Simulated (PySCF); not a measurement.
Compound: C3H6AsN.
Structure used (PBE0-D3(BJ)/def2-SVP), in Å, numbered top down from 1:
```
atom  x, y, z in Å
C1    -0.8974   -0.5429    0.3423
C2     0.0274    0.3296   -0.5027
As3    1.9908   -0.0517   -0.2815
C4    -0.1755    1.7472   -0.2516
N5    -0.3322    2.8716   -0.0210
H6    -0.7439   -1.6033    0.1003
H7    -0.6993   -0.4026    1.4149
H8    -1.9532   -0.2928    0.1538
H9    -0.1615    0.1581   -1.5756
H10    1.7837   -1.5648   -0.3122
H11    1.9282   -0.0171    1.2424
```

Computed, not measured: TDDFT B3LYP/def2-SVPD, vertical, gas phase, core orbitals frozen in the response (PySCF 2.14.0, density-fitted response routines). Relativistic effects, spin–orbit coupling among them, are left out although an element past zinc is present.

Ground-to-excited transition dipoles (e·a0, same axes as the geometry; the sign carries no meaning), for the states with f of 0.002 or more among the lowest 5:

| state | E (hartree) | μx | μy | μz |
| --- | --- | --- | --- | --- |
| S1 | 0.2269 | -0.411 | 0.354 | -0.292 |
| S2 | 0.2396 | 0.680 | 0.113 | -0.217 |
| S3 | 0.2507 | 0.161 | -0.236 | -0.290 |
| S4 | 0.2605 | -0.253 | 0.126 | 0.380 |
| S5 | 0.2652 | 0.395 | -0.194 | 0.126 |

Question: Work out the oscillator strengths.

Answer: f = (2/3) ΔE |μ|² with ΔE in hartree (27.2114 eV).

| state | \|μ\|² (au) | \|μ\| (D) | f |
| --- | --- | --- | --- |
| S1 | 0.380 | 1.57 | 0.058 |
| S2 | 0.522 | 1.84 | 0.083 |
| S3 | 0.165 | 1.03 | 0.028 |
| S4 | 0.224 | 1.20 | 0.039 |
| S5 | 0.210 | 1.16 | 0.037 |

Question: What angle do the transition dipoles of S1 and S4 make?

Answer: |cos θ| = |μa·μb| / (|μa| |μb|) = 0.13, so θ ≈ 83° (taken between 0 and 90°, since the signs are arbitrary).

Question: What peak molar absorption coefficient would the strongest computed level give as a lone Gaussian band 0.5 eV wide at half height?

Answer: ε(max) = 2.175×10⁸ f / FWHM, with the width in cm⁻¹. S2: 2.175×10⁸ × 0.0834 / 4033 ≈ 4500 L mol⁻¹ cm⁻¹.

One conformer stands for the species.
